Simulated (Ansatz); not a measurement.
`[SH][Ge]([SH])([Cl])[Cl]`, relaxed with RKS PBE-D4/def2-SVP in Ansatz from a rough embedded geometry. The force threshold is 0.03 eV/Å; the program also tests the step.

Total charge 0; spin multiplicity 1.

Start:

```xyz
7

S    -0.468    1.374    1.604
Ge   -0.022    0.021   -0.047
S     0.753   -1.847    0.800
Cl   -1.755   -0.432   -1.195
Cl    1.454    0.898   -1.376
H    -0.923    2.433    0.689
H     0.961   -2.448   -0.475
```

| step | energy (eV) | largest force (eV/Å) | largest move (Å) |
| --- | --- | --- | --- |
| 1 | -103220.9737 | 1.407 | 0.000 |
| 2 | -103221.1648 | 0.661 | 0.130 |
| 3 | -103221.1938 | 0.080 | 0.047 |
| 4 | -103221.1944 | 0.020 | 0.010 |

End:

```xyz
7

S    -0.472    1.376    1.610
Ge   -0.013    0.014   -0.080
S     0.778   -1.846    0.837
Cl   -1.776   -0.378   -1.293
Cl    1.422    0.901   -1.454
H    -0.896    2.357    0.765
H     0.958   -2.425   -0.384
```

It took 6 s on 4 threads of an Arm Neoverse V1 on a shared host, with 0.18 GiB of host memory at the peak.
